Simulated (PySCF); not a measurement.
ZrOCl2, SMILES [Cl][Zr](=[O])[Cl], multiplicity 1. Geometry optimised at B3LYP-D3(BJ)/def2-SVP. The multiplicity is an assumed one; other spin states were not compared. The def2 effective core potentials stand for the cores of Zr; spin–orbit coupling is left out.

Task: Give the equilibrium geometry at B3LYP-D3(BJ)/def2-SVP (PySCF confirms it by a frequency run) as Cartesian coordinates in Å, and its point group. (Estimate from the structure and the level; the computed values follow.)

Result: point group Cs.
```xyz
4

Zr    -0.1741     0.2954     0.0000
O      0.3478     1.9532     0.0000
Cl     0.1230    -0.8072    -2.0991
Cl     0.1230    -0.8072     2.0991
```
Charge 0, spin multiplicity 1.
